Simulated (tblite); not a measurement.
All values are computed: GFN2-xTB (tblite) harmonic vibrations without scaling, gas phase. Against measured fundamentals such values can be off by several per cent, at times by over 20. One conformer each. Thermal functions are those of the rigid rotor and harmonic oscillator, without mixing of conformers.

Task: Order these by their heat capacity Cp at 298.15 K, highest first (cal/(mol K)).
A. `C=C[C@@H](C)[C@H](F)C(=O)Cl`
B. `FC[C@@H]1C=C[C@H](CCl)O1`
C. `C#CCN1CCC(C=C)=N1`
D. `C=CCn1nccc1C=C`
E. `C=C[C@@]1(OC)C[C@H]1C(=O)F`
F. `Clc1ccc2cnccc2c1`

Result: E (40.3), C (39.9), D (38.4), A (37.7), F (35.2), B (33.9).

```
                     SMILES  atoms  mass (u)  symmetry number  modes under 300 cm⁻¹  ZPE (kcal/mol)  S translation (cal/(mol K))  S rotation  S vibration      S    Cp
 C=C[C@@]1(OC)C[C@H]1C(=O)F     19    144.06                1                     9            90.7                         40.8        29.7         31.4  101.9  40.3
          C#CCN1CCC(C=C)=N1     20    134.08                1                     8            99.8                         40.6        29.6         30.5  100.6  39.9
             C=CCn1nccc1C=C     20    134.08                1                     7           100.9                         40.6        29.6         28.7   99.0  38.4
C=C[C@@H](C)[C@H](F)C(=O)Cl     17    150.02                1                     9            79.2                         41.0        29.7         32.7  103.3  37.7
           Clc1ccc2cnccc2c1     17    163.02                1                     4            76.2                         41.2        30.4         19.1   90.7  35.2
   FC[C@@H]1C=C[C@H](CCl)O1     17    150.02                1                     6            80.4                         41.0        29.7         24.4   95.0  33.9
```

Entropies and Cp are for 298.15 K and 1 bar.
